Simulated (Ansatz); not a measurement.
The pair A = BH3 (SMILES B) (first 4 atoms), B = CHN (SMILES C#N); geometry from B3LYP-D3(BJ)/def2-TZVP.
(charge 0, multiplicity 1):
```xyz
7

B     -0.097     0.048     0.770
H      0.666     0.927     0.451
H      0.204    -1.031     0.322
H     -1.256     0.333     0.591
C      0.171    -0.190     3.429
N      0.057    -0.089     2.298
H      0.278    -0.284     4.485
```

Frozen-core correlation. MP2 and its Hartree–Fock in aug-cc-pVQZ are density fitted.

The values were computed with Ansatz (an electronic-structure program) with Gaussian orbitals. 

The counterpoise-corrected interaction energy is E(AB) − E(A in the pair's basis) − E(B in the pair's basis). Total energies (hartree):

| level | AB | A in the pair's basis | B in the pair's basis |
|---|---|---|---|
| HF/aug-cc-pVTZ | -119.3172402 | -26.3760417 | -92.9107714 |
| MP2/aug-cc-pVTZ | -119.8054282 | -26.4932399 | -93.2596961 |
| HF/aug-cc-pVQZ | -119.3244794 | -26.3777861 | -92.9160438 |
| MP2/aug-cc-pVQZ | -119.8392140 | -26.5008867 | -93.2843180 |
| CCSD(T)/aug-cc-pVTZ | -119.8485325 | -26.5178351 | -93.2815777 |

### Question
Work out the counterpoise-corrected interaction energy at the basis-set limit: extrapolate the MP2 correlation part as X⁻³, take Hartree–Fock from the larger set, and add the CCSD(T) − MP2 difference of aug-cc-pVTZ.

### Answer

1. Differences (1 hartree = 627.509 kcal/mol): HF/aug-cc-pVTZ -19.093; MP2/aug-cc-pVTZ -32.939; HF/aug-cc-pVQZ -19.233; MP2/aug-cc-pVQZ -33.891; CCSD(T)/aug-cc-pVTZ -30.823.
2. Correlation parts, MP2 less HF: -13.846 in aug-cc-pVTZ (X = 3), -14.658 in aug-cc-pVQZ (X = 4).
3. Limit (4³·(-14.658) − 3³·(-13.846))/(4³ − 3³) = -15.251; with HF/aug-cc-pVQZ it gives -34.484.
4. CCSD(T) less MP2 in aug-cc-pVTZ: 2.116.
Result: -32.37 kcal/mol, against -32.94 at MP2/aug-cc-pVTZ. It is an estimate of this method's limit, not of the exact value.
